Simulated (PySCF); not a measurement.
PySCF 2.14 output of an unrestricted B97-3 calculation on a single atom or ion in aug-cc-pwCVDZ-PP with ECP28MDF (6s6p5d3f, 70 functions), with scalar relativity through the core potential:

```
SCF conv_tol = 1e-09
number electrons alpha = 9  beta = 8
    T. W. Keal and D. J. Tozer.,  J. Chem. Phys. 123, 121103 (2005)
cycle= 1 E= -127.162945759142  delta_E= -0.00468  |g|= 0.0409  |ddm|= 0.174
cycle= 2 E= -127.162868421652  delta_E= 7.73e-05  |g|= 0.0475  |ddm|= 0.0615
cycle= 3 E= -127.163426986897  delta_E= -0.000559  |g|= 0.00115  |ddm|= 0.0308
cycle= 4 E= -127.1634312455  delta_E= -4.26e-06  |g|= 0.000552  |ddm|= 0.00418
cycle= 5 E= -127.163432388628  delta_E= -1.14e-06  |g|= 0.000152  |ddm|= 0.00282
cycle= 6 E= -127.163432492488  delta_E= -1.04e-07  |g|= 3.2e-05  |ddm|= 0.00101
cycle= 7 E= -127.16343249655  delta_E= -4.06e-09  |g|= 4.89e-06  |ddm|= 0.000199
cycle= 8 E= -127.163432496582  delta_E= -3.16e-11  |g|= 5.64e-07  |ddm|= 1.61e-05
converged SCF energy = -127.163432496582  <S^2> = 0.75198573  2S+1 = 2.0019847
```

The run itself started from symmetry-adapted Hartree-Fock orbitals and held the occupation by maximum overlap, on a logarithmic radial grid, so the iterations belong to that start.

Task: Which element, charge and spin multiplicity is this?

Result: Pd⁺ (palladium, charge +1), multiplicity 2; the state was [Kr] 4d9, 2D determinant.

Energies and moments cover only the electrons outside the core potential.
